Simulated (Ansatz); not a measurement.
Calculated with Ansatz (gas phase, PBE0-D4/def2-TZVP geometries, no zero-point term in ΔE). CCSD(T)/CBS is the MP2 limit (def2-TZVPP, def2-QZVPP) plus CCSD(T) − MP2 in def2-TZVPP, frozen cores. Functionals use def2-TZVPP. B3LYP here is the variant with VWN-RPA as its local correlation; programs differ in this. def2 core potentials past Kr. For Sn outer-core shells are correlated without core-valence functions, which leaves a few kJ/mol of doubt a bond. Each species was taken in one conformer, which may not be the lowest.

`[CH3][Sn]([SH])([Cl])[Cl]` + `N[SiH2]CBCl` → `[CH3][Sn]([Cl])([Cl])[Cl]` + `N[SiH2]CBS`  (redistribution)

| level | ΔE (kJ/mol) | difference from CCSD(T)/CBS |
| --- | --- | --- |
| PBE-D4 | -23.6 | -1.4 |
| PBE0-D4 | -23.0 | -0.8 |
| B3LYP-D4 | -23.3 | -1.1 |
| ωB97X-V | -23.1 | -0.9 |
| ωB97M-V | -21.8 | 0.4 |
| PBE0 | -21.7 | 0.5 |
| B3LYP | -20.8 | 1.4 |
| HF/def2-TZVPP | -20.3 | 1.9 |
| MP2/def2-TZVPP | -19.3 | 2.9 |
| CCSD/def2-TZVPP | -20.4 | 1.8 |
| CCSD(T)/def2-TZVPP | -21.0 | 1.2 |
| HF/def2-QZVPP | -21.0 | 1.2 |
| SCS-MP2/def2-QZVPP | -20.5 | 1.7 |
| HF/CBS(def2) | -21.1 | 1.1 |
| MP2/CBS(def2) | -20.5 | 1.7 |
| CCSD/CBS(def2) | -21.6 | 0.6 |
| CCSD(T)/CBS | -22.2 | 0 |

Largest T1 diagnostic among the species: 0.012.
